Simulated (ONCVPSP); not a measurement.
## copper (Cu) ONCV: all-electron and pseudo phase curves

| Property | Result |
| --- | --- |
| Element | Cu |
| Generator | ONCVPSP 4.0.1 |
| Type | optimised norm-conserving Vanderbilt (ONCV) |
| Functional | PBEsol |
| Relativity | scalar-relativistic |
| Frozen core | [Ne] |
| Valence charge | 19 |
| Reference configuration | 3s2 3p6 3d9 4s2 |
| Partial waves | 3s+4s: rc 1.20 bohr, ncon 3, nbas 6, qcut 13.2 1/bohr, 2 projectors; 3p: rc 1.05 bohr, ncon 3, nbas 7, qcut 13.3 1/bohr, 3 projectors, debl 1.9 Ha; 3d: rc 1.30 bohr, ncon 3, nbas 7, qcut 10.1 1/bohr, 1 projector |
| Local potential | polynomial inside 0.80 bohr (lpopt 5, dvloc0 1 Ha) |
| Core correction | Teter function, fcfact 4, rcfact 1.5 |

In the p channel the program set the typed energies aside and used -2.836, 0.250, 2.150 Ha.

The phase is arctan(r·R′/R) of the radial function R(r), unwrapped; energies in Ha, scanned from -6 to 5 Ha. A pole is an energy at which the radial function vanishes at the test radius. The pseudo phase is shifted by a multiple of π to meet the all-electron one at the reference energy, and phase errors are pseudo minus all-electron; the curves can meet again beyond the range given. Levels narrower than the energy grid can be missing from the lists of poles.

```
channel  radius (bohr)  reference energy (Ha)  poles, all-electron  poles, pseudo  unbroken range about the reference energy with phases within 0.05 rad  phase error 1 Ha above the reference energy (rad)
      s           1.21                  -0.21                -3.71          -3.71                                                        the whole range                                             +0.000
      p           1.06                  -2.84                -1.15          -1.15                                                        the whole range                                             +0.000
      d           1.32                  -0.35                 0.41           0.45                                                              below 1.4                                             +0.017
```

Phases in the d channel:

| E (Ha) | all-electron | pseudo |
| --- | --- | --- |
| -5.96 | 1.292 | 1.293 |
| -5.40 | 1.273 | 1.275 |
| -4.84 | 1.250 | 1.252 |
| -4.28 | 1.221 | 1.224 |
| -3.72 | 1.183 | 1.187 |
| -3.16 | 1.129 | 1.136 |
| -2.60 | 1.048 | 1.058 |
| -2.04 | 0.905 | 0.920 |
| -1.48 | 0.586 | 0.610 |
| -0.92 | -0.258 | -0.238 |
| -0.36 | -1.140 | -1.140 |
| 0.20 | -1.493 | -1.486 |
| 0.76 | -1.673 | -1.653 |
| 1.32 | -1.810 | -1.769 |
| 1.88 | -1.955 | -1.874 |
| 2.44 | -2.153 | -1.991 |
| 3.00 | -2.487 | -2.147 |
| 3.56 | -3.061 | -2.379 |
| 4.12 | -3.686 | -2.747 |
| 4.68 | -4.069 | -3.248 |
